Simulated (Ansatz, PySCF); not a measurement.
CH₈O₃Si₂, SMILES O[C@@H]([SiH](O)O)[SiH3].

The structure is a stationary point at r2SCAN-D4/def2-SVP. The structure was generated by enumeration; whether it is a known compound was not checked. One conformer was computed; it need not be the lowest.

Vertical ionisation energy (IE) and electron affinity (EA) in eV. Rows of orbital energies are one-electron estimates. Where ΔSCF, EOM or ADC give a negative EA the extra electron is unbound and the value depends on the basis.

```csv
level,IE,EA
"−ε(HOMO), −ε(LUMO), B3LYP/def2-TZVP (PySCF)",7.39,0.20
"−ε(HOMO), −ε(LUMO), PBE/def2-TZVP (PySCF)",…,…
"ΔSCF, PBE0/def2-SVPD (Ansatz), final states of multiplicity 2 and 2",9.80,-0.92
"ΔSCF, PBE/def2-SVPD (Ansatz), final states of multiplicity 2 and 2",9.37,-0.73
```

**Question.** What belongs in the gaps? (The exact figures need the calculation; the answer reports its results.)

**Answer.** 
- −ε(HOMO), −ε(LUMO), PBE/def2-TZVP (PySCF), IE: 6.07
- −ε(HOMO), −ε(LUMO), PBE/def2-TZVP (PySCF), EA: 0.75

**Question.** What vertical singlet–triplet gap does ΔSCF give with PBE0/def2-SVPD (Ansatz, an electronic-structure program) and with PBE/def2-SVPD (Ansatz)? (An estimate is asked for; the answer gives what the named calculation found.)

**Answer.** 6.29 and 5.74 eV (triplet above singlet where positive).
